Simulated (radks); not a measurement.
The numbers below are computed, except where a source is named.
Task: Radial electron density D(r) = 4 pi r^2 rho(r) of an atom or ion with 31 electrons. Level of theory: scalar-relativistic Kohn-Sham, LDA (Slater exchange, Perdew-Wang correlation), spin-unpolarised, spherical densities, finite nucleus; Fermi nuclear charge, rms radius of each element as measured or else 0.836 A^(1/3) + 0.57 fm (a radial shooting solver on a logarithmic mesh with Libxc functionals).

```
   r/bohr * D(r) (the largest magnitude, 51.4, reaches the edge; | marks zero)
 0.002422 | *
 0.002775 |  *
 0.003154 |   *
 0.003585 |    *
 0.004107 |     *
 0.004668 |      *
 0.005305 |        *
 0.006078 |          *
 0.006908 |            *
 0.007914 |               *
 0.008995 |                  *
  0.01022 |                     *
  0.01171 |                         *
  0.01331 |                             *
  0.01513 |                                 *
  0.01733 |                                     *
   0.0197 |                                        *
  0.02239 |                                           *
  0.02565 |                                             *
  0.02916 |                                             *
  0.03314 |                                             *
  0.03796 |                                            *
  0.04315 |                                          *
  0.04904 |                                       *
  0.05618 |                                      *
  0.06386 |                                     *
  0.07258 |                                      *
  0.08315 |                                         *
   0.0945 |                                              *
   0.1083 |                                                  *
   0.1231 |                                                     *
   0.1399 |                                                      *
   0.1602 |                                                   *
   0.1821 |                                              *
    0.207 |                                       *
   0.2371 |                                 *
   0.2695 |                             *
   0.3063 |                              *
   0.3509 |                                *
   0.3989 |                                   *
   0.4533 |                                    *
   0.5194 |                                  *
   0.5903 |                             *
   0.6709 |                       *
   0.7686 |                *
   0.8736 |          *
   0.9929 |       *
    1.138 |    *
    1.293 |   *
    1.481 |  *
    1.684 | *
    1.913 | *
    2.192 |*
    2.491 |*
    2.832 *
    3.244 *
    3.687 *
    4.191 *
    4.801 *
```

What is the nuclear charge?

Result: Z = 35. The innermost maximum, from 1s, lies near gamma/Z bohr with gamma = sqrt(1 - (Z/c)^2) = 0.967, here 0.0276 bohr (found: 0.0301), and its height grows with Z. The density is that of the bromine ion Br4+ in [Ar] 3d10 4s2 4p1; the configuration itself is not fixed sharply by these data, and Z only to about a unit. D(r) has 3 maxima, at r = 0.0301, 0.134, 0.450 bohr, and minima at 0.0623, 0.285 bohr, inside which lie 2.07, 11.01 electrons.
